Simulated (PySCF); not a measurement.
The linear singlet lies higher and needs more than one determinant, so no gap is given.

B3LYP has the VWN-RPA correlation part, as in Gaussian. 

## CNO, SMILES `N#C[O+]` (lower triplet) (charge 1, multiplicity 3)

All values below come from B3LYP-D3(BJ)/def2-TZVP (PySCF).

- highest occupied spin orbital = -19.76 eV
- total energy = -167.6400 Ha
- cost = about 18 core-seconds (a rough figure)

Bonds (Å): N1–C2 1.323, C2–O3 1.129. Bond angles (°): N1–C2–O3 180.0.
Charge +1, spin multiplicity 3.
